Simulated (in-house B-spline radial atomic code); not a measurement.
Response of Be²⁺ as one setting changes: the radius of a hard wall (bohr). Method: PBE. A dash marks a strongly mixed or unbound state. A box has no continuum, so excitations may lie above minus the highest level. Computed with an all-electron radial atomic-structure program (B-spline basis): linear response of the closed shell 1s2 with the functional's adiabatic kernel; non-relativistic, point nucleus, no spin-orbit coupling, no double excitations, S, P, D and F terms only.

```csv
radius of a hard wall (bohr),lowest 1P (eV),"lowest 3P, Tamm-Dancoff (eV)",minus highest occupied level (eV),α (bohr³)
2.5,1s → 2p 124.92,1s → 2p 121.82,132.24,0.05481
3,1s → 2p 119.76,1s → 2p 117.45,132.26,0.05516
3.5,1s → 2p 117.38,1s → 2p 115.49,132.26,0.0552
4,?,?,?,?
4.5,1s → 2p 115.69,1s → 2p 114.16,132.26,0.05521
5.5,1s → 2p 115.29,1s → 2p 113.87,132.26,0.05521
6.5,?,?,?,?
8,1s → 2p 115.18,1s → 2p 113.80,132.26,0.05521
10,1s → 2p 115.17,1s → 2p 113.80,132.26,0.05521
15,1s → 2p 115.17,1s → 2p 113.80,132.26,0.05521
```

Task: What belongs in the row for 4?

Result: lowest 1P (eV): 1s → 2p 116.24; lowest 3P, Tamm-Dancoff (eV): 1s → 2p 114.59; minus highest occupied level (eV): 132.26; α (bohr³): 0.05521.

Task: What belongs in the row for 6.5?

Result: lowest 1P (eV): 1s → 2p 115.20; lowest 3P, Tamm-Dancoff (eV): 1s → 2p 113.82; minus highest occupied level (eV): 132.26; α (bohr³): 0.05521.
